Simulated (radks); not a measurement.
Task: The mean radii <r> (bohr) of the occupied orbitals of an atom or ion are listed with their occupations. Method: non-relativistic Kohn-Sham, LDA (Slater exchange, Perdew-Wang correlation), spin-unpolarised, spherical densities, point nucleus; computed with a radial shooting solver on a logarithmic mesh with Libxc functionals.

| orbital | occ. | <r> |
|---|---|---|
| 1s | 2 | 0.02076 |
| 2s | 2 | 0.08740 |
| 2p | 6 | 0.07391 |
| 3s | 2 | 0.2146 |
| 3p | 6 | 0.2039 |
| 3d | 7 | 0.1772 |

Name the element and its charge.

Result: Z = 73, tantalum, charge +48: Ta48+ in [Ar] 3d7. The 1s radius gives Z: for a bare nucleus <r> = 1.5/Z, 0.02055 bohr for Z = 73, and screening makes it slightly larger (0.02076 here). The occupations add up to 25, and the charge is Z minus that.
